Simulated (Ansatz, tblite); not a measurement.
Cost and result up the ladder for GeH3(NHMe) (CH₇GeN) (10 atoms). Total charge 0; singlet. Geometry: PBE0-D4/def2-SVP.

```xyz
10

Ge   -1.420    0.109    0.247
H    -2.532   -0.884   -0.134
H    -1.352    0.323    1.771
H    -1.707    1.478   -0.424
N     0.166   -0.656   -0.267
C     1.411    0.046   -0.065
H     0.121   -1.117   -1.171
H     1.572    0.924   -0.725
H     1.472    0.411    0.974
H     2.269   -0.634   -0.207
```

Ansatz on 4 threads of Arm Neoverse V1 on a shared host; xTB runs through tblite on one thread. Times are rough, summed over both states, and most runs start from the orbitals of an earlier one. PBE0-D4/def2-TZVP serves as the yardstick here, not as an exact answer. The other state is a doublet.

The xTB rows come from tblite.

Raw xTB energies of ions are shifted by several eV.

| level | functions | wall time | vertical IE (eV) | difference from PBE0-D4/def2-TZVP (eV) |
| --- | --- | --- | --- | --- |
| GFN2-xTB | 24 | 0.006 s | 13.52 | 4.79 |
| GFN1-xTB | 31 | 0.01 s | 14.39 | 5.66 |
| PBE-D4/def2-TZVP | 152 | 3.3 s | 8.63 | -0.10 |
| PBE0-D4/def2-TZVP | 152 | 4.5 s | 8.73 | 0.00 |
| r2SCAN-D4/def2-TZVP | 152 | 7.2 s | 8.60 | -0.13 |
